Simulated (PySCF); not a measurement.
Compound: pentafluorobenzonitrile, C7F5N.
Geometry (PBE0-D3(BJ)/def2-SVP, Å), atoms numbered from 1 in this order:
```xyz
13
C7F5N angstrom
N      3.639    0.317   -0.396
C      2.492    0.217   -0.271
C      1.082    0.094   -0.118
C      0.286    1.229    0.089
F      0.839    2.421    0.142
C     -1.091    1.112    0.243
F     -1.833    2.182    0.439
C     -1.686   -0.149    0.183
F     -2.987   -0.263    0.325
C     -0.910   -1.290   -0.023
F     -1.484   -2.474   -0.075
C      0.466   -1.164   -0.175
F      1.190   -2.244   -0.371
```

Computed with PySCF at PBE0/pcSseg-1, non-relativistic, on one gas-phase PBE0-D3(BJ)/def2-SVP geometry that isn't relaxed in the solvent. The solvent is an IEF-PCM continuum (Bondi radii, 1.10 Å for H, scaled by 1.2). Only the electrostatic response of the medium enters.

Gas phase at PBE0/pcSseg-1: HOMO -8.33 eV, LUMO -2.41 eV, dipole 2.85 D.

Task: What does the continuum do to the energy, the frontier levels and the dipole at PBE0/pcSseg-1 in methanol and dimethylsulfoxide?

Result: 
```
          solvent      ε  E(solvent) − E(gas) (kcal/mol)  polarisation term (kcal/mol)  distortion of the solute (kcal/mol)  HOMO (eV)  LUMO (eV)  dipole (D)
         methanol  32.61                           -5.10                         -6.17                                 1.07      -7.91      -2.11        3.86
dimethylsulfoxide  46.83                           -5.18                         -6.29                                 1.11      -7.91      -2.11        3.87
```

Polarisation term: ½ Σ q·V over the induced surface charges. Distortion: the rise of the solute's own energy as its density leaves the gas-phase optimum. From methanol to dimethylsulfoxide the lowering changes by a factor 1.02, Onsager's factor (ε − 1)/(2ε + 1) by 1.01 and ε itself by 1.4.

Task: Which radius a makes the point-dipole formula ΔE = −[(ε − 1)/(2ε + 1)]·μ²/a³ give the value in dimethylsulfoxide, with the gas-phase dipole?

Result: μ = 1.122 au and |ΔE| = 0.00826 Eh give a = 2.22 Å; the farthest nucleus lies 3.67 Å from the centroid of the nuclei, so such a sphere wouldn't even hold the nuclei. The formula assumes a rigid point dipole at the centre of a sphere.

Task: Which Hirshfeld charges (PBE0/pcSseg-1) respond most in dimethylsulfoxide (means over atoms taken as equivalent)?

Result: 
```
 atoms                  environment  gas (e)  solvent (e)  change
    N1             nitrile nitrogen   -0.183       -0.238  -0.055
    C2               nitrile carbon   +0.064       +0.080  +0.016
    C8          aromatic C–F carbon   +0.075       +0.088  +0.013
C6/C10          aromatic C–F carbon   +0.059       +0.069  +0.010
C4/C12          aromatic C–F carbon   +0.089       +0.099  +0.010
    C3  substituted aromatic carbon   -0.028       -0.023  +0.005
```

Task: Which Mayer bond orders change most in dimethylsulfoxide?

Result: 
```json
{"bond": "N1–C2", "length (Å)": "1.158", "gas": "3.008", "solvent": "3.023", "change": "+0.015"}
{"bond": "C10–F11", "length (Å)": "1.317", "gas": "0.903", "solvent": "0.892", "change": "-0.011"}
{"bond": "C4–F5", "length (Å)": "1.315", "gas": "0.957", "solvent": "0.947", "change": "-0.010"}
{"bond": "C6–F7", "length (Å)": "1.317", "gas": "0.902", "solvent": "0.892", "change": "-0.010"}
{"bond": "C12–F13", "length (Å)": "1.314", "gas": "0.957", "solvent": "0.947", "change": "-0.010"}
{"bond": "C8–F9", "length (Å)": "1.313", "gas": "0.915", "solvent": "0.906", "change": "-0.009"}
{"bond": "C2–C3", "length (Å)": "1.424", "gas": "1.079", "solvent": "1.086", "change": "+0.007"}
{"bond": "C4–C6", "length (Å)": "1.390", "gas": "1.376", "solvent": "1.382", "change": "+0.006"}
```

Cost: about 90 s of CPU time on one thread; the machine was shared, so the figure is rough. This is the whole shielding run at PBE0/pcSseg-1 in dimethylsulfoxide, SCF included.
